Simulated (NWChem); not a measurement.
Species: SiF2, singlet; SMILES F[Si]F

Results from NWChem. Low-valent species are run as closed-shell singlets; no triplet was tried in these runs. Each level has its own optimisation; frequencies are unscaled.

| level | r F–Si (Å) | highest harmonic frequency (cm⁻¹) | lowest (cm⁻¹) | zero-point energy (kcal/mol) |
|---|---|---|---|---|
| B3LYP/3-21G | 1.652 | 895 | 329 | 3.0 |
| LDA (Slater exchange, VWN5)/def2-SVP | 1.625 | 890 | 320 | 3.0 |
| PBE0/def2-TZVP | 1.601 | 871 | 336 | 2.9 |
| CAM-B3LYP/def2-SVP | 1.622 | 902 | 341 | 3.0 |
| PBE-D3(BJ)/def2-SVP | 1.645 | 855 | 315 | 2.9 |
